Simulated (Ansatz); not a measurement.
Species: sum formula H6SiN3O (charge -1, singlet). It need not be the lowest isomer of its formula. Whether it binds its extra electron was not tested at this geometry. 
Geometry from a B3LYP-D3(BJ)/def2-TZVP (Ansatz, a first-principles code) optimisation:
SMILES: N[Si]([NH-])(N)O
```xyz
11

N      1.1483     1.1690     0.7124
Si     0.0746     0.1068     0.0610
N     -0.7406    -1.0976     1.0983
N      0.9435    -0.8044    -1.1894
O     -1.3415     0.6474    -0.7370
H      0.7629     1.8747     1.3325
H     -1.7485    -1.0021     1.1020
H     -0.4083    -1.0555     2.0525
H      0.7699    -1.8005    -1.1467
H      1.9386    -0.6451    -1.0935
H     -1.0848     1.0856    -1.5530
```
Charge -1, spin multiplicity 1.

Basis-set convergence of Hartree-Fock and MP2 correlation energies (hartree) with Ansatz. Valence correlation only, unless marked. Spin-orbit coupling is left out. No relativistic terms.

```csv
basis,functions,E(HF),"E(corr, MP2)"
aug-cc-pV(D+d)Z,178,-530.80096,-0.87641
aug-cc-pV(T+d)Z,377,-530.88074,-1.05500
aug-cc-pV(Q+d)Z,685,-530.89928,-1.11893
```

Extrapolating the two largest sets (X = 3 and 4) as X^-3: E(corr) = (64·(-1.11893) - 27·(-1.05500))/37 = -1.1656 Eh, an estimate of the basis-set limit. The largest set recovers 96.0 % of it, the smallest 75.2 %.
